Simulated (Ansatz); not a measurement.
Species: HgI, net charge 1, singlet state. 
Coordinates optimised at B3LYP-D3(BJ)/def2-TZVP (Ansatz, a quantum-chemistry and plane-wave program):
```xyz
2

Hg     0.0000     0.0000    -1.0354
I      0.0000     0.0000     1.5629
```
Charge +1, spin multiplicity 1.

Basis-set convergence of Hartree-Fock and CCSD(T) correlation energies (hartree) with Ansatz. Cores are frozen in the correlated levels unless marked. No spin-orbit coupling. Frozen are the shells of the preceding noble gas and the d and f shells that filled before the atom's block. In def2 rows, elements after Kr have scalar-relativistic effective core potentials.

```tsv
basis	functions	E(HF)	E(corr, CCSD(T))	rough core time
def2-SVPD	70	-448.90804	-0.37848	under 20 s
def2-TZVPPD	121	-448.92439	-0.53938	under 20 s
def2-QZVPPD	179	-448.92673	-0.57902	25 s
```

Extrapolating the two largest sets (X = 3 and 4) as X^-3: E(corr) = (64·(-0.57902) - 27·(-0.53938))/37 = -0.6079 Eh, an estimate of the basis-set limit. The largest set recovers 95.2 % of it, the smallest 62.3 %.
